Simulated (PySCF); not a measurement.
Si(All)(F)(H)2 (C3H7FSi), SMILES C=CC[SiH2]F.

The structure is a stationary point at PBE-D3(BJ)/def2-SVP. Other conformers were not sampled.

Computed with PBE-D3(BJ)/def2-SVP (PySCF).

Frequencies are harmonic and unscaled.

Computed normal modes with their intensities:
```
mode  ν (cm⁻¹)  IR (km/mol)  moving atoms (share of kinetic energy)
----  --------  -----------  --------------------------------------
1           58          0.8          C 52 %, H 25 %, Si 15 %, F 8 %
2           76          1.6         F 35 %, C 25 %, H 21 %, Si 18 %
3          171          3.4         H 37 %, C 25 %, F 20 %, Si 18 %
4          261          4.9         C 35 %, F 31 %, H 19 %, Si 15 %
5          408          3.4                          H 52 %, C 46 %
6          492         15.8                                  H 89 %
7          580         32.4                 H 49 %, C 36 %, Si 14 %
8          709         30.7                                  H 86 %
9          736          6.6                 C 43 %, H 37 %, Si 17 %
10         814         26.8                          H 69 %, C 27 %
11         831         17.2                 F 47 %, H 34 %, Si 17 %
12         885         40.1                          H 72 %, C 27 %
13         894        223.7                         H 73 %, Si 17 %
14         917         18.6                          H 59 %, C 39 %
15         931        114.7                  H 73 %, Si 14 %, C 9 %
16         987         12.3                          H 89 %, C 11 %
17        1008         10.7                          H 76 %, C 23 %
18        1118         62.2                          H 64 %, C 34 %
19        1163         14.6                          H 62 %, C 38 %
20        1270          1.8                          H 81 %, C 19 %
21        1361          4.8                          H 90 %, C 10 %
22        1388          6.1                          H 83 %, C 16 %
23        1658         17.7                          C 88 %, H 12 %
24        2176         82.8                                  H 98 %
25        2188        122.5                                  H 96 %
26        2986          4.7                                  H 95 %
27        3050          0.7                           H 91 %, C 9 %
28        3069          8.8                                  H 94 %
29        3077          4.9                           H 92 %, C 8 %
30        3172          7.1                          H 89 %, C 11 %
```
